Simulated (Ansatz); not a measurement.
`[OH][Al]1[NH]CO[SiH2]1` → `[NH2][AlH][C](=O)O[SiH3]`  (isomerisation)

Isolated molecules relaxed with PBE0-D4/def2-TZVP in Ansatz; ΔE leaves out vibrations. CBS: MP2 limit from def2 TZ/QZ plus the TZ coupled-cluster correction, frozen cores. DFT in def2-TZVPP. B3LYP here is the variant with VWN-RPA as its local correlation; programs differ in this. One conformer a species, not always the lowest.

`[OH][Al]1[NH]CO[SiH2]1`:

Cartesian coordinates in Å:
```
O 1.759 1.073 2.190
Al 0.787 0.337 1.020
N -0.029 1.120 -0.357
C -0.832 0.340 -1.275
O -0.874 -1.027 -0.949
Si -0.116 -1.770 0.335
H 1.984 1.999 2.247
H -0.019 2.095 -0.618
H -1.869 0.705 -1.288
H -0.437 0.420 -2.298
H 0.785 -2.838 -0.183
H -1.139 -2.455 1.175
```

`[NH2][AlH][C](=O)O[SiH3]`:

```xyz
12

N     1.772   -1.481   -1.426
Al    1.085   -1.711    0.176
C    -0.210   -0.291    0.769
O    -0.780   -0.275    1.835
O    -0.423    0.702   -0.128
Si   -1.503    1.926    0.336
H     2.434   -2.088   -1.881
H     1.542   -0.699   -2.019
H     1.451   -2.939    1.091
H    -1.501    2.824   -0.842
H    -2.861    1.383    0.559
H    -1.006    2.649    1.528
```

CCSD(T)/CBS gives +100.9 kJ/mol.

Task: Another level gave +80.1 kJ/mol. Which?
A. ωB97M-V/def2-TZVPP
B. CCSD(T)/def2-TZVPP
C. B2PLYP/def2-TZVPP
D. B3LYP/def2-TZVPP

Result: D. B3LYP 80.1, B2PLYP 84.6, CCSD(T)/def2-TZVPP 93.6, ωB97M-V 89.0 kJ/mol.

Largest T1 diagnostic among the species: 0.016.

In def2-TZVPP, CCSD(T) changes the Hartree–Fock value by +18.3 kJ/mol (the triples alone add −3.7 kJ/mol) and MP2 by +22.9 kJ/mol. The D4 term adds +4.3 kJ/mol with B3LYP and +2.1 kJ/mol with PBE0; it sums over pairs of atoms, weighted by their polarisabilities, and B3LYP, whose exchange is more repulsive, gets the larger term.
